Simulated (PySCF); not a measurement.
Mean harmonic wavenumber (cm⁻¹) of eight silicon and germanium compounds: PBE-D3(BJ) beside B3LYP-D3(BJ), computed with PySCF for isolated molecules in the bases named; differences from unrounded values. The eight are the first of their class met in an unordered collection, after screening for sound electronic states; none was chosen by its value. Each level has its own optimised geometry.

| molecule | basis | B3LYP-D3(BJ) |
|---|---|---|
| C₂H₄F₂Si₂, SMILES F[SiH2][Si@@H](F)C#C | def2-SVP | 942 |
| C5H12Si, SMILES CC1([SiH3])CCC1 | def2-SVP | 1397 |
| Ge(SiH3)2 (GeH₆Si₂), SMILES [SiH3][Ge][SiH3] (connectivity only; charge and spin as stated), neutral, multiplicity 1 | def2-SVP | 1008 |
| C3H5ClOSi, SMILES Cl[Si@@H]1CC=CO1 | def2-SVP | 1225 |
| ClFGeH2O2, SMILES [OH][Ge]([OH])([F])[Cl] | def2-SVP | 903 |
| C3H8OSi, SMILES C[SiH2]CC=O | def2-SVP | 1322 |
| B(GeH3)2(H) (BGe2H7), SMILES [GeH3][BH][GeH3] | def2-SVP | 1047 |
| Si(F)(OH)2(SMe) (CH5FO2SSi), SMILES S([Si](F)(O)O)C | def2-SVP | 1152 |

**Question.** Estimate the PBE-D3(BJ) values and say how PBE-D3(BJ) differs from B3LYP-D3(BJ) over the set. (An estimate is asked for; the answer gives what the named calculation found.)

**Answer.** 
```tsv
molecule	PBE-D3(BJ)	difference
C₂H₄F₂Si₂, SMILES F[SiH2][Si@@H](F)C#C	910	-32
C5H12Si, SMILES CC1([SiH3])CCC1	1359	-38
Ge(SiH3)2 (GeH₆Si₂), SMILES [SiH3][Ge][SiH3] (connectivity only; charge and spin as stated), neutral, multiplicity 1	972	-36
C3H5ClOSi, SMILES Cl[Si@@H]1CC=CO1	1189	-36
ClFGeH2O2, SMILES [OH][Ge]([OH])([F])[Cl]	878	-25
C3H8OSi, SMILES C[SiH2]CC=O	1285	-38
B(GeH3)2(H) (BGe2H7), SMILES [GeH3][BH][GeH3]	1016	-30
Si(F)(OH)2(SMe) (CH5FO2SSi), SMILES S([Si](F)(O)O)C	1121	-30
```
PBE-D3(BJ) lies below B3LYP-D3(BJ) in 8 and above it in 0 of the eight; the mean signed difference is -33 and the largest -38 cm⁻¹.
